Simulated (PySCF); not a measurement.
Isomers of C3H14OSi3. Computed with PBE0-D3(BJ)/def2-SVP geometry optimisation, gas phase (PySCF). Energies are electronic, without zero-point or thermal terms, for one conformer each. No frequencies were run at this level. Point groups hold within 0.08 Å.

Question: Rank from lowest to highest electronic energy at this level (kJ/mol).
A. `[CH3:1][CH2:2][Si@H:3]([OH:4])[CH:5]([SiH3:6])[SiH3:7]` with C1–C2–Si3–O4 -61°, C2–Si3–O4–H 173°, C2–Si3–C5–Si6 177°
B. `[CH3:1][CH:2]([CH3:3])[SiH2:4][O:5][SiH2:6][SiH3:7]` with C1–C2–Si4–O5 -53°, C2–Si4–O5–Si6 -72°, Si4–O5–Si6–Si7 44°
C. `[CH3:1][CH:2]([CH3:3])[Si@@H:4]([SiH3:5])[O:6][SiH3:7]` with C1–C2–Si4–Si5 -175°, C2–Si4–O6–Si7 -8°

Answer: B (0.0), C (2.9), A (34.6).

As drawn, the lowest has an Si–Si bond, which the highest lacks; the highest has an O–H bond, which the lowest lacks. Neighbours under 10 kJ/mol apart (CC(C)[SiH2]O[SiH2][SiH3] and CC(C)[Si@@H]([SiH3])O[SiH3]) can change places with a better method, another conformer or zero-point energy.

```
                     SMILES       E (Eh)  E rel (kJ/mol)  dipole (D)  point group       A, B, C (MHz)
   CC(C)[SiH2]O[SiH2][SiH3]  -1065.51787             0.0        0.89           C1  1956, 813.4, 669.4
CC(C)[Si@@H]([SiH3])O[SiH3]  -1065.51676             2.9        1.34           C1   1421, 1056, 658.6
 CC[Si@H](O)C([SiH3])[SiH3]  -1065.50468            34.6        0.90           C1  2006, 867.5, 707.0
```

How do the relative energies change in single points at PBE0/pcSseg-1 (no added dispersion term) on the same geometries?

```tsv
SMILES	PBE0-D3(BJ)/def2-SVP (kJ/mol)	PBE0/pcSseg-1 (kJ/mol)	shift
CC(C)[SiH2]O[SiH2][SiH3]	0.0	0.0	0.0
CC(C)[Si@@H]([SiH3])O[SiH3]	2.9	1.6	-1.3
CC[Si@H](O)C([SiH3])[SiH3]	34.6	36.3	+1.7
```

Each column counts from its own lowest isomer. The order is unchanged; the largest shift is 1.7 kJ/mol.

As an exercise, what shares would exp(−E/RT) give at 500 K from these electronic energies alone (no entropy, no degeneracies)?

RT = 4.157 kJ/mol: CC(C)[SiH2]O[SiH2][SiH3] 66.9 %, CC(C)[Si@@H]([SiH3])O[SiH3] 33.1 %, CC[Si@H](O)C([SiH3])[SiH3] under 0.1 %.
